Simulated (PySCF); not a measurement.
1,3-azasiletidine (C2H7NSi), SMILES C1[SiH2]CN1.

The structure is a stationary point at PBE-D3(BJ)/def2-SVP.

These are B3LYP/def2-TZVP (PySCF) values and carry that method's errors.

Isolated molecule, no solvent.

```json
{
 "total_energy": "-424.70784 hartree",
 "point_group": "Cs",
 "highest_occupied_level": "-6.29 eV",
 "lowest_empty_level": "-0.05 eV",
 "orbital_gap": "6.24 eV",
 "dipole_moment": "1.00 D",
 "quadrupole, principal values (traceless, Buckingham form, about the centre of nuclear charge)": "-3.97, 1.61, 2.36 D·Å",
 "mean_static_polarisability": "58.7 bohr³ (8.69 Å³)",
 "polarisability_principal_values": "52.6, 58.2, 65.3 bohr³"
}
```
